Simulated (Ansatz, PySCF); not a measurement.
System: hydroxysilane, sum formula H$_{4}$SiO, net charge 0, singlet state. 
Geometry from a B3LYP-D3(BJ)/def2-TZVP (Ansatz, a first-principles code) optimisation:
```xyz
6

Si    -0.5134    -0.0066    -0.1436
O      1.0508     0.0053     0.3904
H     -0.7688    -1.1431    -1.0634
H     -1.3498    -0.1404     1.0649
H     -0.8566     1.2474    -0.8595
H      1.7563     0.0863    -0.2554
```
Charge 0, spin multiplicity 1.

Dipole moments at this geometry, in debye (magnitudes).

| level | program | dipole (D) |
|---|---|---|
| SVWN5/def2-TZVPD | Ansatz | 1.27 |
| r2SCAN/def2-TZVPD | Ansatz | 1.27 |
| B3LYP/def2-TZVPD | Ansatz | … |
| PBE0/def2-TZVPD | Ansatz | 1.28 |
| r2SCAN0/def2-TZVPD | Ansatz | 1.31 |
| M06-2X/def2-TZVPD | PySCF | 1.31 |
| CAM-B3LYP/def2-TZVPD | Ansatz | 1.32 |
| LC-wPBE/def2-TZVPD | Ansatz | 1.32 |
| wB97M-V/def2-TZVPD | Ansatz | 1.30 |
| CCSD(T)/aug-cc-pV(D+d)Z | Ansatz | … |

Task: Fill in the missing entries.

Result: 
- B3LYP/def2-TZVPD, dipole (D): 1.29
- CCSD(T)/aug-cc-pV(D+d)Z, dipole (D): 1.28
